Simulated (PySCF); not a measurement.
H₄P₂, SMILES PP. Heavy atoms are numbered as in [PH2:1][PH2:2]. Hydrogens are named by the atom that carries them.

Geometry optimised at B3LYP-D3(BJ)/def2-TZVP.

These are PySCF with PBE0/pcSseg-2 values and carry that method's errors.

GIAO shieldings, no solvent; atoms alike by connectivity are averaged. δ = σ(ref) − σ: ³¹P against PH3 (σ = 579.7 ppm); ¹H against TMS (σ = 31.54 ppm), references at their B3LYP-D3(BJ)/def2-TZVP geometries, non-relativistic.

Computed chemical shifts:
```csv
nucleus,atoms,count,δ (ppm)
³¹P,P1 (PH2),2,53.3
¹H,H on P1,4,2.66
```
